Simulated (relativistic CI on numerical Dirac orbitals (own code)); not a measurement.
Pt4+: resonant inelastic scattering at the O2,3 edge

Computed with this model: Dirac-Coulomb-Breit CI, KLI orbitals optimised for each configuration, model QED (radiative potential, 1s self-energy scaled to tabulated hydrogen-like ionisation energies), valence Slater integrals scaled by 0.9, Kramers-Heisenberg scattering through one core-hole configuration in a parametric crystal field; configurations [Xe] 4f14 5d6 → [Kr] 4d10 4f14 5s2 5p5 5d7; 10 K; core-hole width 0.6 eV; summed over polarisations. Incident energies are the highest absorption maxima for each field (at most a few, so the weaker spin-orbit partner edge can be absent), on the computed scale of the free ion. Intensities are in per cent of the strongest line above 0.02 eV; levels within 1 cm⁻¹ are merged; final levels count from the ground level, the first row holds all elastic scattering, lines under 0.4 are left out and each table stops after 24 rows. The scale of the Slater integrals is a model choice and moves the terms in proportion.

Field parameters in Wybourne normalisation: D3d B²₀ = −7Dσ, B⁴₀ = −14Dq − 21Dτ, B⁴₃ = −14√(10/7) Dq; Oh B⁴₀ = 21Dq, B⁴₄ = √(5/14) B⁴₀. The field is a parameter set, without covalency, and values of 10Dq over about 45,000 cm⁻¹ lie beyond real compounds.

S is read from ⟨S²⟩ = S(S + 1).

Oh, 10Dq = 15350 cm⁻¹:

| Final level (eV) | Degeneracy | Irrep | S | 56.1 eV | 56.9 eV | 58.5 eV |
| --- | --- | --- | --- | --- | --- | --- |
| 0.000 | 1 | A1 | 0.98 | 189.6 | 75.4 | 187.0 |
| 0.453 | 2 | E | 1.60 | 4.8 | 33.6 | 2.2 |
| 0.564 | 3 | T1 | 1.61 | 100.0 | 38.5 | 33.8 |
| 0.614 | 3 | T2 | 1.79 | 7.6 | 14.2 | 0.9 |
| 0.972 | 3 | T2 | 1.60 | 0.1 | 2.6 | 3.8 |
| 1.306 | 3 | T1 | 1.85 | 7.8 | 10.8 | 14.6 |
| 1.409 | 1 | A1 | 1.56 | 12.1 | 9.7 | 21.9 |
| 1.839 | 2 | E | 1.37 | 13.0 | 9.9 | 23.2 |
| 1.913 | 3 | T1 | 1.18 | 7.8 | 13.7 | 67.0 |
| 2.190 | 3 | T2 | 1.59 | 4.6 | 1.0 | 4.8 |
| 2.319 | 2 | E | 1.26 | 4.1 | 2.9 | 2.8 |
| 2.640 | 3 | T1 | 1.26 | 1.4 | 17.9 | 3.6 |
| 2.643 | 3 | T2 | 1.09 | 1.0 | 3.3 | 10.0 |
| 2.763 | 2 | E | 1.28 | 3.1 | 2.2 | 35.3 |
| 2.808 | 1 | A1 | 1.55 | 18.3 | 25.3 | 5.0 |
| 2.825 | 3 | T1 | 1.13 | 11.5 | 12.1 | 31.3 |
| 2.910 | 3 | T2 | 1.46 | 2.9 | 4.3 | 4.1 |
| 3.068 | 3 | T1 | 1.41 | 1.8 | 8.5 | 3.7 |
| 3.134 | 1 | A1 | 0.96 | 8.2 | 7.9 | 3.1 |
| 3.321 | 3 | T2 | 1.01 | 5.1 | 19.5 | 12.6 |
| 3.368 | 2 | E | 1.09 | 2.8 | 4.7 | 25.1 |
| 3.526 | 3 | T1 | 1.04 | 15.8 | 22.4 | 25.2 |
| 3.544 | 3 | T2 | 0.94 | 5.1 | 4.5 | 7.3 |
| 3.678 | 3 | T2 | 0.93 | 8.4 | 0.0 | 20.5 |

Oh, 10Dq = 56600 cm⁻¹:

```csv
Final level (eV),Degeneracy,Irrep,S,59.2 eV,60.4 eV,74.9 eV
0.000,1,A1,0.10,317.5,31.9,76.7
5.440,2,E,1.02,3.4,5.5,0.3
5.576,3,T2,1.00,0.7,2.9,1.8
5.715,3,T1,0.94,14.2,30.0,0.2
6.361,1,A1,1.02,31.5,1.9,65.3
6.522,3,T1,0.91,24.5,2.9,0.5
6.784,2,E,1.00,24.7,1.4,10.8
6.996,3,T2,1.01,18.4,3.4,15.9
7.180,3,T1,0.48,16.8,0.4,100.0
```

D3d, 10Dq = 16250, Dσ = 1190, Dτ = 380 cm⁻¹:

```csv
Final level (eV),Degeneracy,Irrep,S,56.5 eV,58.2 eV,58.8 eV
0.000,1,A1,0.88,373.9,126.7,321.9
0.613,2,E,1.64,48.7,22.1,13.8
0.684,2,E,1.62,86.5,43.4,29.3
0.763,1,A1,1.65,42.4,9.2,21.0
1.024,1,A2,1.43,35.1,39.3,31.8
1.037,2,E,1.51,33.7,7.5,5.8
1.311,2,E,1.60,27.2,28.1,10.2
1.378,1,A1,1.52,6.4,3.7,5.7
1.630,2,E,1.76,26.5,22.8,27.0
1.748,1,A1,1.63,3.4,19.9,19.5
1.790,1,A2,1.60,8.6,4.7,19.6
2.039,2,E,1.34,20.4,55.4,60.1
2.180,1,A2,1.42,9.4,14.7,32.4
2.220,2,E,1.36,14.8,45.9,100.0
2.492,2,E,1.50,8.8,12.9,18.2
2.550,1,A1,1.67,5.1,12.1,14.2
2.618,2,E,1.32,3.4,7.8,15.1
2.720,2,E,1.17,2.0,10.6,18.3
2.772,1,A2,1.23,1.6,6.1,0.3
2.791,1,A1,1.02,3.4,2.4,9.7
2.915,1,A2,0.91,6.5,6.9,23.4
3.074,2,E,1.12,10.3,41.7,26.5
3.130,2,E,1.17,11.1,4.5,23.3
3.164,1,A2,1.14,1.1,9.1,3.0
```

For the first field the strongest loss at the lowest incident energy is the level at 0.56 eV (S = 1.61, against 0.98 in the thermal ground state). Levels of other spin, the first over 8 % at 0.45 eV, appear because spin-orbit coupling of the core hole, and in heavier ions of the valence shell too, mixes spins.
